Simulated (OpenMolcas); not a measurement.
**3s2 3p2 along the 14-electron sequence**

```
Program             : OpenMolcas
Method              : SS-CASPT2, IPEA 0.25 Eh, imaginary shift 0.1 Eh
Basis               : ANO-R3
Scalar Hamiltonian  : X2C, finite nucleus
Spin-orbit coupling : state interaction with AMFI integrals over the reference wave functions, term energies averaged over their components
```

Active space for each ion: 2 electrons in 3 orbitals (3p); closed shells correlated by CASPT2: 2s 2p 3s.

Computed levels in cm-1 above 3P0:

| Level | Si | P+ | Cl3+ | Ar4+ |
| --- | --- | --- | --- | --- |
| 3P1 | 66.7 | 148 | 453 | 710 |
| 3P2 | 195 | 425 | 1249 | 1907 |
| 1D2 | 6270 | 8700 | 13390 | 15940 |
| 1S0 | 15450 | 21380 | 32390 | 37910 |
| weight of 3P in the lowest level (%) | 100 | 100 | 100 | 100 |

Measured, with the error of the calculation in %. Measured levels: Si, P+ from NIST Handbook of Basic Atomic Spectroscopic Data; Cl3+ from Moore, Atomic Energy Levels, vol. I, NSRDS-NBS 35 (1971 reprint of NBS Circular 467, 1949); Ar4+ from Saloman, J. Phys. Chem. Ref. Data 39, 033101 (2010).

```json
{"Level": "3P1", "Si": "77.1 (-13.5)", "P+": "165 (-10.2)", "Cl3+": "491 (-7.7)", "Ar4+": "763 (-7.0)"}
{"Level": "3P2", "Si": "223 (-12.8)", "P+": "469 (-9.4)", "Cl3+": "1341 (-6.9)", "Ar4+": "2029 (-6.0)"}
{"Level": "1D2", "Si": "6299 (-0.5)", "P+": "8882 (-2.1)", "Cl3+": "13766 (-2.8)", "Ar4+": "16299 (-2.2)"}
{"Level": "1S0", "Si": "15394 (+0.4)", "P+": "21576 (-0.9)", "Cl3+": "32550 (-0.5)", "Ar4+": "37912 (0)"}
```

The fine-structure level 3P2 changes by a factor of 9.78 from Si to Ar4+. Its fourth root runs 3.74, 4.54, 5.94, 6.61, with steps per unit of Z of 0.80, 0.70, 0.66; equal steps would mean a (Z - σ)^4 law with constant σ.

1D2 changes by a factor of 2.54 over the same range, with steps per unit of Z of +2430, +2340, +2550 cm-1.

Term energies are means over components that CASPT2 splits; among the terms shown or strongly mixed into the levels shown the widest spread is 120 cm-1 (3s2 3p2 1D, Ar4+). With the s shell closed, the reference lacks s² → p² mixing. Measured partners are found by configuration, term and J. A level has none where our copy of the source lacks it or the pairing is in doubt (some pairs that miss far off the trend of their configuration count as doubtful), and it then counts in no deviation. Only configurations of the active space appear.
